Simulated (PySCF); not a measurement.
Compound: (Cl2In-mu-Cl)2.
Cartesian coordinates in Å at the PBE0-D3(BJ)/def2-SVP level; atoms count from 1:
```
atom  x, y, z in Å
In1    1.7526    0.2441    0.3370
Cl2    2.7398   -1.5901    1.3447
Cl3    2.8430    2.2308   -0.1361
Cl4   -0.4230    0.7222    1.5308
In5   -1.7592   -0.2539   -0.3798
Cl6   -2.5377   -2.3326    0.2717
Cl7   -2.8815    1.4844   -1.4158
Cl8    0.4043   -0.5905   -1.6362
```

Theory: TDDFT PBE0/def2-SVPD, vertical, gas phase, core orbitals frozen in the response, def2 core potentials past Kr in PySCF 2.14.0, density-fitted response routines. Spin–orbit coupling is left out.

Transition dipole moments from the ground state, in atomic units and in the frame of the coordinates above (overall signs are arbitrary), for the states with f of 0.002 or more among the lowest 8:

| state | E (eV) | μx | μy | μz |
| --- | --- | --- | --- | --- |
| S1 | 4.924 | -0.082 | -0.210 | 0.059 |
| S3 | 4.988 | 0.024 | -0.171 | 0.078 |
| S6 | 5.117 | -0.908 | -0.073 | -0.207 |
| S7 | 5.164 | -0.266 | -0.076 | -0.037 |
| S8 | 5.273 | -0.127 | 0.227 | 0.556 |

Work out the oscillator strengths.

f = (2/3) ΔE |μ|² with ΔE in hartree (27.2114 eV).

| state | \|μ\|² (au) | \|μ\| (D) | f |
| --- | --- | --- | --- |
| S1 | 0.054 | 0.59 | 0.007 |
| S3 | 0.036 | 0.48 | 0.004 |
| S6 | 0.872 | 2.37 | 0.109 |
| S7 | 0.078 | 0.71 | 0.010 |
| S8 | 0.377 | 1.56 | 0.049 |

What angle do the transition dipoles of S6 and S8 make?

|cos θ| = |μa·μb| / (|μa| |μb|) = 0.03, so θ ≈ 88° (taken between 0 and 90°, since the signs are arbitrary).

How is the summed strength of these states shared among x, y and z?

(2/3) Σ ΔE μα² gives 0.115 for x, 0.017 for y and 0.047 for z, 0.179 in all.

What peak molar absorption coefficient would the strongest computed level give as a lone Gaussian band 0.4 eV wide at half height?

ε(max) = 2.175×10⁸ f / FWHM, with the width in cm⁻¹. S6: 2.175×10⁸ × 0.1094 / 3226 ≈ 7400 L mol⁻¹ cm⁻¹.

One conformer stands for the species.
